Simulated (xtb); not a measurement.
C$_{4}$H$_{11}$Ge (SMILES C[C](C)[CH2][GeH3]), doublet, at a GFN2-xTB geometry; GFN1-xTB (xtb 6.7.1).

The xtb input:
```
$ xtb mol.xyz --gfn 1 --uhf 1 --grad --json

# file mol.xyz
16

C     -1.85035356     1.56009507     0.14592461
C     -1.57669076     0.11504733    -0.06642678
C     -2.07325179    -0.86283119     0.93630274
C     -0.47103887    -0.27125152    -0.93856462
Ge     1.35925460    -0.13968053    -0.06768165
H     -2.85248235     1.71641892     0.54198171
H     -1.74655752     2.11849549    -0.78413121
H     -1.14053095     1.99270829     0.86601577
H     -1.39644362    -0.91652367     1.80145150
H     -2.13128078    -1.86437527     0.51056702
H     -3.05654015    -0.57954374     1.30802397
H     -0.56352042    -1.30878474    -1.26621876
H     -0.41699272     0.36701745    -1.82302937
H      1.48452088    -1.01152390     1.14606699
H      2.47398997    -0.54191736    -0.99123372
H      1.67770040     1.25144752     0.39290304
```

What the program printed (banner, timings and long lists left out):

```
   ID    Z sym.   atoms
    1    6 C      1-4
    2   32 Ge     5
    3    1 H      6-16

           -------------------------------------------------
          |                Calculation Setup                |
           -------------------------------------------------

           -------------------------------------------------
          |                 G F N 1 - x T B                 |
           -------------------------------------------------

          ...................................................
          :                      SETUP                      :
          :.................................................:
          :  # basis functions                  48          :
          :  # atomic orbitals                  47          :
          :  # shells                           33          :
          :  # electrons                        31          :
          :  # halogen bonds                     0          :
          :  max. iterations                   250          :
          :  Hamiltonian                  GFN1-xTB          :
          :  restarted?                      false          :
          :  GBSA solvation                  false          :
          :  PC potential                    false          :
          :  electronic temp.          300.0000000     K    :
          :  accuracy                    1.0000000          :
          :  -> integral cutoff          0.2500000E+02      :
          :  -> integral neglect         0.1000000E-07      :
          :  -> SCF convergence          0.1000000E-05 Eh   :
          :  -> wf. convergence          0.2000000E-04 e    :
          :  Broyden damping             0.4000000          :
          :  net charge                          0          :
          :  unpaired electrons                  1          :
          ...................................................

 iter      E             dE          RMSdq      gap      omega  full diag
   1    -16.0609137 -0.160609E+02  0.736E+00    3.25       0.0  T
   2    -16.1529450 -0.920313E-01  0.434E+00    1.30       1.0  T
   3    -16.0712913  0.816537E-01  0.221E+00    4.67       1.0  T
   4    -16.1906312 -0.119340E+00  0.312E-01    2.63       1.0  T
   5    -16.1911427 -0.511552E-03  0.101E-01    2.52       1.0  T
   6    -16.1911462 -0.345597E-05  0.389E-02    2.55       1.0  T
   7    -16.1911546 -0.844503E-05  0.543E-03    2.52       4.6  T
   8    -16.1911555 -0.914132E-06  0.312E-03    2.53       8.0  T
   9    -16.1911558 -0.251058E-06  0.174E-04    2.52     143.4  T
  10    -16.1911558  0.123587E-08  0.224E-04    2.52     111.8  T
  11    -16.1911558 -0.133157E-08  0.888E-06    2.52    2815.2  T

   *** convergence criteria satisfied after 11 iterations ***

         :::::::::::::::::::::::::::::::::::::::::::::::::::::
         ::                     SUMMARY                     ::
         :::::::::::::::::::::::::::::::::::::::::::::::::::::
         :: total energy             -15.986611788744 Eh    ::
         :: gradient norm              0.011578561928 Eh/a0 ::
         :: HOMO-LUMO gap              2.524457072928 eV    ::
         ::.................................................::
         :: SCC energy               -16.191155776216 Eh    ::
         :: -> electrostatic           0.018213547284 Eh    ::
         :: repulsion energy           0.210500900858 Eh    ::
         :: dispersion energy         -0.005956913386 Eh    ::
         :: halogen bond corr.         0.000000000000 Eh    ::
         :: add. restraining           0.000000000000 Eh    ::
         :: total charge              -0.000000000000 e     ::
         :::::::::::::::::::::::::::::::::::::::::::::::::::::

           -------------------------------------------------
          |                Property Printout                |
           -------------------------------------------------

    * Orbital Energies and Occupations

         #    Occupation            Energy/Eh            Energy/eV
      -------------------------------------------------------------
         1        2.0000           -0.6643389             -18.0776
       ...           ...                  ...                  ...
         4        2.0000           -0.6273725             -17.0717
         5        2.0000           -0.5789528             -15.7541
         6        2.0000           -0.5498912             -14.9633
         7        2.0000           -0.5494575             -14.9515
         8        2.0000           -0.5402517             -14.7010
         9        2.0000           -0.5175019             -14.0819
        10        2.0000           -0.5063992             -13.7798
        11        2.0000           -0.4903009             -13.3418
        12        2.0000           -0.4863724             -13.2349
        13        2.0000           -0.4755015             -12.9391
        14        2.0000           -0.4751801             -12.9303
        15        2.0000           -0.4648081             -12.6481
        16        1.0000           -0.3236488              -8.8069 (HOMO)
        17                         -0.2308767              -6.2825 (LUMO)
        18                         -0.2306175              -6.2754
        19                         -0.1938645              -5.2753
        20                         -0.1783353              -4.8528
        21                         -0.1751919              -4.7672
        22                         -0.1275363              -3.4704
        23                         -0.1008455              -2.7441
        24                         -0.0930986              -2.5333
        25                         -0.0827666              -2.2522
        26                         -0.0817211              -2.2237
        27                         -0.0715100              -1.9459
       ...                                ...                  ...
        47                          0.5737779              15.6133
      -------------------------------------------------------------
                  HL-Gap            0.0927721 Eh            2.5245 eV
             Fermi-level           -0.3357456 Eh           -9.1361 eV

  Mulliken/CM5 charges         n(s)   n(p)   n(d)
     1C    -0.07222 -0.21693   1.010  3.062  0.000
     2C    -0.05015 -0.07845   1.095  2.955  0.000
     3C    -0.07237 -0.21711   1.010  3.062  0.000
     4C    -0.08629 -0.17663   1.065  3.021  0.000
     5Ge    0.08408 -0.13035   1.434  2.184  0.297
     6H     0.03438  0.08690   0.966  0.000  0.000
     7H     0.03468  0.08725   0.965  0.000  0.000
     8H     0.04245  0.09407   0.958  0.000  0.000
     9H     0.04241  0.09402   0.958  0.000  0.000
    10H     0.03464  0.08718   0.965  0.000  0.000
    11H     0.03428  0.08683   0.966  0.000  0.000
    12H     0.04871  0.10581   0.951  0.000  0.000
    13H     0.04880  0.10589   0.951  0.000  0.000
    14H    -0.04160  0.02359   1.042  0.000  0.000
    15H    -0.04008  0.02443   1.040  0.000  0.000
    16H    -0.04170  0.02350   1.042  0.000  0.000

Wiberg/Mayer (AO) data.
largest (>0.10) Wiberg bond orders for each atom

 ---------------------------------------------------------------------------
     #   Z sym  total        # sym  WBO       # sym  WBO       # sym  WBO
 ---------------------------------------------------------------------------
     1   6 C    3.998 --     2 C    1.053     6 H    0.978     7 H    0.972
                             8 H    0.937
     2   6 C    3.460 --     4 C    1.126     1 C    1.053     3 C    1.053
                             5 Ge   0.102
     3   6 C    3.998 --     2 C    1.053    11 H    0.978    10 H    0.972
                             9 H    0.937
     4   6 C    3.989 --     2 C    1.126    12 H    0.932    13 H    0.931
                             5 Ge   0.889
     5  32 Ge   3.950 --    16 H    0.919    14 H    0.919    15 H    0.916
                             4 C    0.889     2 C    0.102
     6   1 H    1.007 --     1 C    0.978
     7   1 H    1.007 --     1 C    0.972
     8   1 H    1.002 --     1 C    0.937
     9   1 H    1.002 --     3 C    0.937
    10   1 H    1.008 --     3 C    0.972
    11   1 H    1.007 --     3 C    0.978
    12   1 H    1.007 --     4 C    0.932
    13   1 H    1.007 --     4 C    0.931
    14   1 H    0.996 --     5 Ge   0.919
    15   1 H    0.996 --     5 Ge   0.916
    16   1 H    0.996 --     5 Ge   0.919
 ---------------------------------------------------------------------------

Topologies differ in total number of bonds
Writing topology from bond orders to xtbtopo.mol

 dipole moment from electron density (au)
     X       Y       Z
  -0.4826   0.0057  -0.1030  total (Debye):    1.254

           -------------------------------------------------
          | TOTAL ENERGY              -15.986611788744 Eh   |
          | GRADIENT NORM               0.011578561928 Eh/α |
          | HOMO-LUMO GAP               2.524457072928 eV   |
           -------------------------------------------------

normal termination of xtb
```
